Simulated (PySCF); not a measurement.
Isomers of C8H9FOS, one GFN2-xTB conformer each. Single-point energies are computed at PBE0/pcSseg-1 (PySCF, gas phase, no added dispersion term), electronic only.

```
                   SMILES  GFN2-xTB relative energy (kcal/mol)
      C[S@](=O)c1ccccc1CF                                  0.0
C[S@@](=O)C1=CC=C(F)C=CC1                                 24.3
```

Conformers: `[CH3:1][S@:2](=[O:3])[c:4]1[cH:5][cH:6][cH:7][cH:8][c:9]1[CH2:10][F:11]` with C1–S2–C4–C5 -89°, C8–C9–C10–F11 4°; `[CH3:1][S@@:2](=[O:3])[C:4]1=[CH:5][CH:6]=[C:7]([F:8])[CH:9]=[CH:10][CH2:11]1` with C1–S2–C4–C5 85°, C4–C5–C6–C7 29°, C6–C7–C9–C10 -33°, C9–C10–C11–C4 67°, S2–C4–C11–C10 113°.

Question: What does PBE0/pcSseg-1 give for the same structures?

Answer: 
```json
{"SMILES": "C[S@](=O)c1ccccc1CF", "PBE0/pcSseg-1 E (Eh)": "-882.71279", "PBE0/pcSseg-1 (kcal/mol)": "0.0", "GFN2-xTB (kcal/mol)": "0.0", "point group": "C1"}
{"SMILES": "C[S@@](=O)C1=CC=C(F)C=CC1", "PBE0/pcSseg-1 E (Eh)": "-882.67346", "PBE0/pcSseg-1 (kcal/mol)": "24.7", "GFN2-xTB (kcal/mol)": "24.3", "point group": "C1"}
```

Both levels put the same isomer lowest. As drawn, the lower has an aromatic ring, which the higher lacks; the higher has a C=C bond outside aromatic rings, which the lower lacks.

Question: Which frontier levels, dipoles and rotational constants go with these structures?

Answer: 
```json
{"SMILES": "C[S@](=O)c1ccccc1CF", "HOMO (eV, PBE0/pcSseg-1)": "-6.89", "LUMO (eV)": "-0.98", "dipole (D)": "4.09", "A, B, C (MHz)": "1208, 894.2, 574.3"}
{"SMILES": "C[S@@](=O)C1=CC=C(F)C=CC1", "HOMO (eV, PBE0/pcSseg-1)": "-6.69", "LUMO (eV)": "-1.58", "dipole (D)": "2.64", "A, B, C (MHz)": "2274, 555.9, 520.7"}
```
